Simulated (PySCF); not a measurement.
Al(OH)3 (AlH3O3), SMILES [OH][Al]([OH])[OH].

Geometry: B3LYP-D3(BJ)/def2-SVP. The isomer is the one that the SMILES or the coordinates give; other isomers of the formula were not compared. Other conformers were not sampled.

Two levels are set side by side: PBE/def2-TZVPD (PySCF) and ωB97X/def2-TZVPD (PySCF). Same geometry, gas phase. Differences are taken from unrounded values.

```tsv
quantity	PBE
orbital gap (eV)	5.72
highest occupied level (eV)	-7.41
lowest empty level (eV)	-1.69
mean polarisability (bohr³)	39.1
```

Q: These are the PBE values. What does ωB97X give? (An estimate is asked for; the answer gives what the named calculation found.)

A: 
| quantity | ωB97X | PBE minus ωB97X |
|---|---|---|
| orbital gap (eV) | 12.42 | -6.70 |
| highest occupied level (eV) | -11.66 | 4.25 |
| lowest empty level (eV) | 0.76 | -2.45 |
| mean polarisability (bohr³) | 35.5 | 3.6 |

Without exact exchange PBE keeps part of each electron's self-repulsion, which lifts occupied levels and narrows the gap. Loosely held outer electrons make PBE densities more polarisable. Differences between two approximate levels are no errors against the true value.

Rough cost on one machine, each run with all the roots and properties that it gave: ωB97X against PBE within a factor of 2.
